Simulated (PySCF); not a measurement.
A PySCF script (with the pyscf-properties extension) for the NMR shieldings of `C(C=C)[B@@H-]([NH3+])C(=C)BC`, C₆H₁₅B₂N, on a GFN2-xTB geometry:

```python
import basis_set_exchange as bse
import numpy as np
from pyscf import gto, dft
from pyscf.prop import nmr

atoms = """
C     1.225893    1.483815   -0.376833
C     1.835611    0.335007   -0.003630
C     1.658362   -0.934985   -0.704349
B     0.183965   -1.577724   -0.269014
N     0.347854   -2.001946    1.313964
C    -0.903757   -0.400385   -0.246801
C    -2.087556   -0.533946   -0.843978
B    -0.513104    0.912186    0.556591
C    -1.346341    2.263323    0.307508
H     0.831066    1.580141   -1.374076
H     1.429167    2.406273    0.140878
H     2.359007    0.308658    0.947416
H     2.465900   -1.633148   -0.479696
H     1.625965   -0.778650   -1.780773
H    -0.070075   -2.570810   -0.869929
H     0.322331   -1.110643    1.809498
H    -0.446562   -2.566348    1.593833
H     1.214332   -2.497579    1.496385
H    -2.846267    0.236157   -0.824048
H    -2.366350   -1.433866   -1.376675
H    -0.196623    0.757884    1.704393
H    -2.318345    2.158707    0.790818
H    -0.882113    3.148450    0.740125
H    -1.534098    2.469193   -0.743655
"""
names = dict.fromkeys(["C", "B", "N", "H"], "pcSseg-1")
basis = {el: gto.basis.parse(bse.get_basis(n, elements=[el], fmt="nwchem")) for el, n in names.items()}
mol = gto.M(atom=atoms, basis=basis, charge=0, verbose=0)
mf = dft.RKS(mol, xc="PBE0")
mf.grids.level = 2
mf.grids.alignment = dft.numint.BLKSIZE   # the property module wants whole blocks of grid points
mf.conv_tol = 1e-9
mf.kernel()

calc = nmr.RKS(mf)   # GIAO
C = mf.mo_coeff
Co = C[:, mf.mo_occ > 0]
resp = mf.gen_response(singlet=True, hermi=2)
def vind(x):   # induced exchange potential for any number of trial vectors
    d = np.einsum("pi,xij,qj->xpq", C, 2 * x.reshape(-1, C.shape[1], Co.shape[1]), Co, optimize=True)
    return np.einsum("xpq,pi,qj->xij", resp(d - d.transpose(0, 2, 1)), C, Co, optimize=True).ravel()
mo1, _ = nmr.rhf.solve_mo1(calc, with_cphf=vind)
sigma = calc.kernel(mo1)
for i, s in enumerate(sigma):   # ppm
    w = np.linalg.eigvalsh((s + s.T) / 2)
    print("%2d %-2s iso %8.1f  s11 %8.1f  s22 %8.1f  s33 %8.1f" % (i, mol.atom_pure_symbol(i), w.mean(), *w))
```

Problem. Give the expected output.

Solution. 
```
 0 C  iso     79.9  s11    -10.1  s22     90.8  s33    159.0
 1 C  iso     -3.6  s11   -158.9  s22    -14.6  s33    162.7
 2 C  iso    146.2  s11    122.1  s22    156.2  s33    160.2
 3 B  iso    100.2  s11     76.6  s22    111.0  s33    113.0
 4 N  iso    212.2  s11    194.6  s22    216.5  s33    225.4
 5 C  iso      9.6  s11   -101.2  s22    -55.8  s33    186.0
 6 C  iso     50.8  s11    -56.8  s22     55.2  s33    154.2
 7 B  iso     85.0  s11     26.7  s22     97.6  s33    130.6
 8 C  iso    176.8  s11    167.4  s22    176.7  s33    186.1
 9 H  iso     27.3  s11     22.9  s22     27.8  s33     31.1
10 H  iso     27.3  s11     23.2  s22     28.4  s33     30.3
11 H  iso     23.6  s11     17.9  s22     25.8  s33     27.0
12 H  iso     30.2  s11     27.6  s22     28.2  s33     34.9
13 H  iso     29.8  s11     26.0  s22     27.9  s33     35.6
14 H  iso     28.6  s11     26.7  s22     28.2  s33     30.8
15 H  iso     26.7  s11     19.4  s22     24.8  s33     35.8
16 H  iso     29.0  s11     22.9  s22     25.1  s33     38.9
17 H  iso     29.2  s11     23.3  s22     25.9  s33     38.3
18 H  iso     25.8  s11     22.9  s22     24.5  s33     29.9
19 H  iso     25.6  s11     22.6  s22     24.5  s33     29.6
20 H  iso     27.4  s11     23.7  s22     27.6  s33     30.9
21 H  iso     31.0  s11     26.8  s22     28.5  s33     37.8
22 H  iso     31.3  s11     27.5  s22     29.3  s33     37.2
23 H  iso     30.9  s11     28.4  s22     29.3  s33     35.1
```

These numbers come from an equivalent density-fitted implementation of the same equations, which agrees with the script to about 0.01 ppm for H and up to a few tenths of a ppm for heavy atoms, so last digits may differ.

Size and cost of the density-fitted run: 228 basis functions, 90 s wall time on 1 thread of an Arm Neoverse V1, shared host; peak memory 1.1 GiB.
